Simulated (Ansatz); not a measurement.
Ansatz (a first-principles code) input (B3LYP/6-311+G**): The .json file is the Basis Set Exchange's 6-311+G**.

Ansatz 0.2 input:
```yaml
crystal:
  periodic: [false, false, false]
  atoms:
    - {symbol: C, position_ang: [-1.58812800, -0.18753800, 0.60573700]}
    - {symbol: N, position_ang: [-0.49804400, -0.56852600, -0.22847700]}
    - {symbol: Si, position_ang: [1.02617000, 0.27197400, -0.25414900]}
    - {symbol: H, position_ang: [-2.21679400, -1.05081400, 0.84645000]}
    - {symbol: H, position_ang: [-1.31498200, 0.34007000, 1.53002400]}
    - {symbol: H, position_ang: [-2.23179300, 0.49821800, 0.02941700]}
    - {symbol: H, position_ang: [2.10636400, -0.73989900, -0.27450200]}
    - {symbol: H, position_ang: [1.22995700, 1.18856100, 0.90220500]}
    - {symbol: H, position_ang: [1.07595100, 1.06113400, -1.51058800]}
basis:
  gaussian:
    orbitals: 6-311+G__.json
hamiltonian:
  xc: {name: B3LYP}
magnetization: {spin_polarized: true, initial_magnetization: 1}
output: {forces: true}
```

Output:

```
Functional definition: B3LYP
integrals: 0.04 GiB planned
872 factors; their error is unknown
mean field: 0.45 GiB planned
mean field evaluation 1: about -10494.2198 eV, gradient 4.2e1 eV
mean field evaluation 2: about -10471.5476 eV, gradient 7.6e1 eV
mean field evaluation 4: about -10502.2666 eV, gradient 6.9e0 eV
mean field evaluation 8: about -10502.4638 eV, gradient 9.3e-2 eV
mean field evaluation 16: about -10502.4541 eV, gradient 7.3e-4 eV
mean field -10502.45414962 eV, -385.9580711795 hartree, gradient 6.2e-5 eV, S^2 0.754156; 2 other end points of the search recorded, 0 dependent functions left out
the calculation of the forces begins
reference -10502.45446376 eV, -385.9580827240 hartree; 17, 16 occupied and 94, 95 virtual orbitals, 872 factors
Total energy: -10502.45446376 eV, -385.9580827240 hartree
Atom 0 at    -1.588128    -0.187538     0.605737 Å, force    -0.063395     0.005641     0.059904 eV/Å
Atom 1 at    -0.498044    -0.568526    -0.228477 Å, force    -0.129418    -0.165311    -0.080596 eV/Å
Atom 2 at     1.026170     0.271974    -0.254149 Å, force     0.231819     0.080314    -0.037010 eV/Å
Atom 3 at    -2.216794    -1.050814     0.846450 Å, force    -0.035585    -0.032868     0.006967 eV/Å
Atom 4 at    -1.314982     0.340070     1.530024 Å, force    -0.006468     0.034506     0.070631 eV/Å
Atom 5 at    -2.231793     0.498218     0.029417 Å, force    -0.051296     0.031097    -0.027252 eV/Å
Atom 6 at     2.106364    -0.739899    -0.274502 Å, force     0.046699    -0.037840     0.000302 eV/Å
Atom 7 at     1.229957     1.188561     0.902205 Å, force     0.004463     0.046907     0.060890 eV/Å
Atom 8 at     1.075951     1.061134    -1.510588 Å, force     0.003180     0.037554    -0.053836 eV/Å
Dipole moment:    -0.117071     0.213536     0.201758 e Å
```

The geometry given is a B3LYP-D3(BJ)/def2-TZVP minimum.
